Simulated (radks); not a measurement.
Values are calculated unless marked as measured or tabulated.
The mean radii <r> (bohr) of the occupied orbitals of an atom or ion are listed with their occupations. Level of theory: non-relativistic Kohn-Sham, PBE, spin-polarised, spherical densities, point nucleus (a radial shooting solver on a logarithmic mesh with Libxc functionals).

orbital  occ.      <r>
1s up       1  0.03814
1s down     1  0.03814
2s up       1   0.1673
2s down     1   0.1672
2p up       3   0.1435
2p down     3   0.1436
3s up       1   0.4649
3s down     1   0.4650
3p up       3   0.4603
3p down     2   0.4604
3d up       5   0.4396
3d down     5   0.4389
4s up       1    1.108
4s down     1    1.111
4p up       3    1.168

Name the element and its charge. Open shells, if any, are filled with parallel spins first.

Answer. Z = 40, zirconium, charge +8: Zr8+ in [Ne] 3s2 3p5 3d10 4s2 4p3. The 1s radius gives Z: for a bare nucleus <r> = 1.5/Z, 0.0375 bohr for Z = 40, and screening makes it slightly larger (0.03814 here). The occupations add up to 32, and the charge is Z minus that.
